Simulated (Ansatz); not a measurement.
Compare A (`N[SiH2]CS`) with its isomer B (`[SiH3]NCS`).

Isolated molecules relaxed with PBE0-D4/def2-TZVP in Ansatz; ΔE leaves out vibrations. CBS: MP2 limit from def2 TZ/QZ plus the TZ coupled-cluster correction, frozen cores. Functionals use def2-TZVPP. B3LYP here is the variant with VWN-RPA as its local correlation; programs differ in this. One conformer a species, not always the lowest.

A:

```xyz
11

N    -1.187   -0.939   -0.544
Si   -0.578    0.140    0.652
C     1.252    0.448    0.378
S     1.583    0.976   -1.322
H    -2.061   -0.732   -0.997
H    -1.039   -1.932   -0.476
H    -1.329    1.411    0.500
H    -0.738   -0.383    2.042
H     1.855   -0.426    0.637
H     1.570    1.266    1.031
H     0.673    0.171   -1.902
```

B:

```xyz
11

Si   -1.608   -0.353    0.427
N    -0.400    0.446   -0.516
C     0.962    0.031   -0.567
S     1.910    0.678    0.879
H    -1.530   -0.125    1.897
H    -2.925    0.141   -0.050
H    -1.458   -1.811    0.181
H    -0.528    1.426   -0.717
H     1.011   -1.059   -0.551
H     1.447    0.388   -1.477
H     3.120    0.239    0.494
```

**Question.** Which is lower in electronic energy at CCSD(T)/CBS, and by how much? (Estimate.)

**Answer.** Computed: A, by 75.9 kJ/mol.

**Question.** Give E(B) − E(A) in kJ/mol with MP2/def2-TZVPP, HF/def2-TZVPP, CCSD(T)/def2-TZVPP, B3LYP, CCSD/def2-TZVPP, PBE-D4, r2SCAN-D4. (Estimate.)

**Answer.** Ansatz gave: MP2/def2-TZVPP 76.8, HF/def2-TZVPP 63.2, CCSD(T)/def2-TZVPP 72.3, B3LYP 68.0, CCSD/def2-TZVPP 71.7, PBE-D4 72.1, r2SCAN-D4 75.5. None reverses the order clearly.

Largest T1 diagnostic: 0.011.

In def2-TZVPP, CCSD(T) changes the Hartree–Fock value by +9.0 kJ/mol (the triples alone add +0.6 kJ/mol) and MP2 by +13.5 kJ/mol.
